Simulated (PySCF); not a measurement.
# EPR parameters of CH6FO3Si3

Compound: CH₆FO₃Si₃ (doublet state).
Z-matrix (Å and degrees, GFN2-xTB geometry), rows numbered from 1:
```
C 
Si  1  1.8409
F   2  1.6035  1  111.68
O   2  1.6187  1  111.89  3  -118.46
Si  4  1.6280  2  130.87  1  -126.11
O   5  1.6257  4  108.66  2     2.35
Si  6  1.6259  5  131.32  4    -3.84
O   2  1.6191  1  111.85  3   118.24
H   1  1.0737  2  123.47  3   177.49
H   1  1.0731  2  120.76  3    -2.31
H   5  1.4525  4  107.01  2  -113.66
H   5  1.4540  4  106.13  2   116.84
H   7  1.4536  6  106.67  5   117.94
H   7  1.4525  6  107.68  5  -111.82
```

The hyperfine couplings belong to this conformer and change with its torsions.

As a line formula: `[CH2][Si]1(F)O[SiH2]O[SiH2]O1` [radical].

Level of theory: UKS B3LYP, pcH-1 on C F H O Si, non-relativistic, mean-field spin-orbit, GIAO in PySCF 2.14.0. Geometry: GFN2-xTB, one conformer, isolated molecule. A GFN2-xTB geometry isn't a minimum of the functional, and hyperfine couplings can be far from their values at a DFT geometry. Stability of the SCF solution: not tested.

```json
{
 "g1, g2, g3": "2.00221, 2.00232, 2.00295",
 "g_iso": "2.00249",
 "Form of g": "rhombic: the two nearest values differ by 16 % of g3 − g1",
 "⟨S²⟩": "0.7529 (exact 0.7500)",
 "α and β electrons": "44, 43",
 "HOMO–LUMO gap, α and β orbitals": "7.48, 5.48 eV",
 "Total energy": "-1236.04704 Eh",
 "Basis functions": "290"
}
```

Isotropic coupling and dipolar principal values T1 to T3, in MHz; ρ(0) is the spin density at the nucleus:

```csv
atom,isotope,a_iso,of which spin–orbit,T1,T2,T3,Mulliken spin population,ρ(0) (bohr⁻³)
C1,13C,80.4,-0.1,-78.0,-77.7,155.7,1.06,0.0716
Si2,29Si,55.4,0.0,-5.5,1.5,4.0,0.00,-0.0623
F3,19F,-5.5,0.1,-9.5,-6.8,16.3,0.00,-0.0013
O4,17O,-13.4,0.0,-4.3,2.1,2.2,0.01,0.0221
Si5,29Si,-2.5,0.0,-1.2,0.6,0.6,0.00,0.0028
O6,17O,0.1,0.0,-0.2,0.0,0.1,0.00,-0.0002
Si7,29Si,-2.4,0.0,-1.2,0.6,0.6,0.00,0.0027
O8,17O,-14.5,0.0,-4.8,2.4,2.4,0.01,0.0238
H9,1H,-60.1,0.0,-37.8,-1.0,38.9,-0.04,-0.0135
H10,1H,-59.8,0.0,-37.9,-1.0,38.9,-0.04,-0.0134
H11,1H,1.2,0.0,-0.6,-0.5,1.1,0.00,0.0003
H12,1H,-0.2,0.0,-0.8,-0.8,1.6,0.00,0.0000
H13,1H,-0.2,0.0,-0.8,-0.8,1.6,0.00,-0.0001
H14,1H,1.4,0.0,-0.6,-0.5,1.1,0.00,0.0003
```

The largest Mulliken spin population is on C1 (+1.06). The angles at C1 add up to 360.0°, so it is planar; its axial dipolar tensor and the negative couplings of its protons fit spin in a p orbital normal to that plane.

Axes: g3 points within 1° of the C1–Si2 bond.

Under fast tumbling the dipolar parts average out, and these isotropic splittings remain: 2 × 1H (H9/H10, I = 1/2, 3 lines) with 2.14 mT, 1 × 19F (F3, I = 1/2, 2 lines) with 0.20 mT and 2 × 1H (H11/H14, I = 1/2, 3 lines) with 0.05 mT.

Nuclei that the bonding pattern makes equivalent are averaged, as if the motion that swaps them (rotation, inversion, ring flip) were fast.

The 29Si coupling of Si2 (55.4 MHz) shows only in satellite lines or after enrichment, since that isotope makes up about 4.7 % of natural silicon.

The 13C coupling of C1 (80.4 MHz) shows only in satellite lines or after enrichment, since that isotope makes up about 1.07 % of natural carbon.
